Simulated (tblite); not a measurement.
Compound: C3H10N2OSi.
SMILES with atom numbers: `[CH3:1][C:2](=[O:3])[N:4]([CH3:5])[SiH2:6][NH2:7]` (hydrogens: H8, H9, H10 on C1; H11, H12, H13 on C5; H14, H15 on Si6; H16, H17 on N7)

Computed geometry: GFN2-xTB, gas phase.

(1) List the bond lengths, angles and torsions at this level.

Answers

(1) 
```csv
bond,length (Å)
C1–C2,1.514
C2=O3,1.217
C2–N4,1.352
N4–C5,1.444
N4–Si6,1.765
Si6–N7,1.728
"C1–H8, C1–H9, C1–H10",1.088
"C5–H11, C5–H12, C5–H13",1.091
Si6–H14,1.450
Si6–H15,1.467
"N7–H16, N7–H17",1.008
```

Bonds in one row agree within 0.01 Å and their mean is given. A selection of angles:
```csv
angle,degrees
C2–C1–H8,110.5
C2–C1–H9,108.5
C2–C1–H10,110.7
H8–C1–H9,109.1
C1–C2–O3,121.4
C1–C2–N4,117.5
O3–C2–N4,121.1
C2–N4–C5,121.1
C2–N4–Si6,119.8
C5–N4–Si6,118.9
N4–C5–H11,111.4
N4–C5–H13,108.4
H11–C5–H12,108.7
H12–C5–H13,108.4
N4–Si6–N7,102.5
N4–Si6–H14,111.1
N4–Si6–H15,106.1
N7–Si6–H14,118.2
N7–Si6–H15,105.0
H14–Si6–H15,112.8
Si6–N7–H16,117.4
H16–N7–H17,109.3
```

Dihedral angles: C1–C2–N4–C5 0° (synperiplanar); C2–N4–Si6–N7 -128° (anticlinal). The mirror-image conformer, all signs reversed, is as good.

Si6 (SiH2 silicon) is distorted tetrahedral (angles from 102.5° to 118.2°). Of the pairs four or more bonds apart, O3···H14 is among the closest relative to their van der Waals radii: 2.53 Å, 93 % of the sum of Bondi's values. N4 (amide nitrogen) is planar (angles 121.1°, 119.8° and 118.9°, sum 359.9°, 0.03 Å off the plane of its three neighbours). The 2 N–Si bonds span 1.728 Å (Si6–N7, drawn single) to 1.765 Å (N4–Si6, drawn single), a spread of 0.037 Å. The C–N distances run from 1.352 Å (C2–N4, drawn single) to 1.444 Å (N4–C5, drawn single), a spread of 0.092 Å. N7 (silicon-bound nitrogen) is pyramidal (angles 118.1°, 117.4° and 109.3°, sum 344.8°, 0.27 Å off the plane of its three neighbours).

Point group: C1 (no symmetry element, even within 0.4 Å). GFN2-xTB frequencies show an imaginary mode (58i cm⁻¹), so the point is no minimum at that level. Torsions: C1–C2–N4–C5 0°, C2–N4–Si6–N7 -128°, N4–Si6–N7–H -169° and 57°. 2 starts were optimised and ended at 0.00 and 0.74 kcal/mol (GFN2-xTB); the lowest of these is shown.

The run took 0.71 s of wall time on one thread of an Intel Xeon at 2.70 GHz, no GPU (shared host). These figures are those of the optimisation.
